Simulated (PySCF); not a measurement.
**Simulated absorption spectrum**

C6H6F2O.
InChI=1S/C6H6F2O/c1-9-6(8)4-2-3-5-7/h4H,5H2,1H3/b6-4+

Method: PySCF, TDDFT wB97X-D/def2-SVPD, vertical, gas phase, core orbitals frozen in the response. Isolated species at its GFN2-xTB geometry (one conformer only). Torsions of this conformer, `[CH3:1][O:2]/[C:3]([F:4])=[CH:5]/[C:6]#[C:7][CH2:8][F:9]`: C1–O2–C3–F4 0°.

Each state is given a Gaussian of 0.3 eV full width at half maximum, with ε(max) = 2.175×10⁸ f / Δν̃ (Δν̃ the width in cm⁻¹). The width is an assumption, not a result. The curve ends short of the highest state used, and states not computed would add to its high-energy end.

(E (eV), ε (L mol⁻¹ cm⁻¹)): (4.74, 0), (4.80, 1), (4.87, 4), (4.94, 12), (5.00, 27), (5.07, 54), (5.14, 102), (5.20, 230), (5.27, 884), (5.34, 3331), (5.40, 8543), (5.47, 19541), (5.53, 31276), (5.60, 40915), (5.67, 39578), (5.73, 30252), (5.80, 16708), (5.87, 6839), (5.93, 2539), (6.00, 696), (6.07, 296), (6.13, 260), (6.20, 236), (6.26, 179), (6.33, 99), (6.40, 40), (6.46, 15), (6.53, 4), (6.60, 2), (6.66, 7), (6.73, 46), (6.80, 240), (6.86, 857), (6.93, 3135), (6.99, 7989), (7.06, 18895)

(1) Where are the band maxima, and which computed states make them?

(2) On this curve, what absorbance would a 10⁻³ mol/L sample give at 254 nm over a 1 cm path?

(3) Coming from long wavelengths, where does ε first pass 100 L mol⁻¹ cm⁻¹?

Answers

(1) 220 nm (5.63 eV), ε about 42000, made up of S2 (100%) (ε in L mol⁻¹ cm⁻¹; maxima over ε = 5, shares over 10%). At its high-energy end, 7.06 eV, the curve is still rising (ε about 19000, from S6). The states used: S1 5.19 eV (f 0.0009); S2 5.63 eV (f 0.466); S3 6.16 eV (f 0.0028); S4 6.30 eV (f 0.0000); S5 7.08 eV (f 0.016); S6 7.24 eV (f 0.533); S7 7.49 eV (f 0.0002); S8 7.66 eV (f 0.0001).

(2) 254 nm is 4.881 eV, where ε is about 4.4 L mol⁻¹ cm⁻¹, so A = ε c l ≈ 0.0044 (Beer–Lambert, with the gas-phase spectrum and the assumed width).

(3) At about 241 nm (5.14 eV), 0.05 eV below S1.

Time: 62 s; peak memory 1.0 GiB. Hardware: one thread, Arm Neoverse V2 (aarch64), no GPU, on a shared host.
